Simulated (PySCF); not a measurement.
Cartesian coordinates (Å):
```xyz
9

C      1.8587     0.2837    -0.0038
C      0.6249    -0.1088     0.1375
C     -0.6135    -0.4848     0.3216
N     -1.7665     0.2174    -0.0727
H      2.3332     0.9511     0.7110
H      2.4702    -0.0395    -0.8421
H     -0.8141    -1.3900     0.8858
H     -2.5105    -0.3830    -0.3985
H     -1.5824     0.9540    -0.7387
```
Charge 0, multiplicity 1.

Q: Estimate the HOMO–LUMO gap, dipole moment, HOMO, LUMO and total energy that PySCF 2.14.0 with PBE-D3(BJ)/def2-TZVP // B3LYP-D3(BJ)/def2-TZVP returns for this input.

A: 
```
Quantity              Value
-------------  ------------
HOMO–LUMO gap       3.98 eV
dipole moment        1.42 D
HOMO               -4.85 eV
LUMO               -0.87 eV
total energy   -171.8593 Ha
```
